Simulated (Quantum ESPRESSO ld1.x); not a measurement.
Au+, configuration [Kr] 4d10 4f14 5s2 5p5 5d10 6s1 (not the ground configuration). Method: Dirac Kohn-Sham, relativistic LDA (MacDonald-Vosko exchange, VWN5 correlation), spin-unpolarised, spherical densities, point nucleus; open shells are shared between the two j in proportion to 2j + 1; computed with ld1.x of Quantum ESPRESSO 7.5.

Normalised radial functions P(r) = r R(r) (large component), r in bohr:

```
   r/bohr * 4f5/2, o 5d3/2, + 6p1/2 (the largest magnitude, 1.46, reaches the edge; | marks zero, & curves that meet)
0.0007396                             &
  0.00101                             &
  0.00138                             &
 0.001886                             &
 0.002576                             &
 0.003519                             &
 0.004808                             &
 0.006569                             &
 0.008974                             &+
  0.01226                             &+
  0.01675                             &+
  0.02288                             *&
  0.03126                             *o+
  0.04236                             *+o
  0.05788                             |&  o
  0.07907                            +|  * o
    0.108                           + |     &
   0.1476                           + |   o      *
   0.2016                            o+                 *
   0.2754                      o      |  +                    *
   0.3763                     o       |  +                       *
    0.514                           o+|                       *
   0.7023                        +    |       o        *
   0.9594                         +   |        *     o
    1.311                             | +*            o
    1.776                             |*      +    o
    2.427                             *      o   +
    3.315                             *  o       +
    4.529                             *o     +
    6.188                             &  +
    8.453                             &+
    11.55                             &
```

4f5/2: eigenvalue -98.374 eV, 0 radial nodes, <r> = 0.494 bohr, 90 % of the charge inside 0.793 bohr. 5d3/2: eigenvalue -19.910 eV, 2 radial nodes at r = 0.190, 0.552 bohr, <r> = 1.47 bohr, 90 % of the charge inside 2.27 bohr. 6p1/2 (empty): eigenvalue -8.560 eV, 4 radial nodes at r = 0.0670, 0.197, 0.476, 1.21 bohr, <r> = 3.17 bohr, 90 % of the charge inside 4.72 bohr.
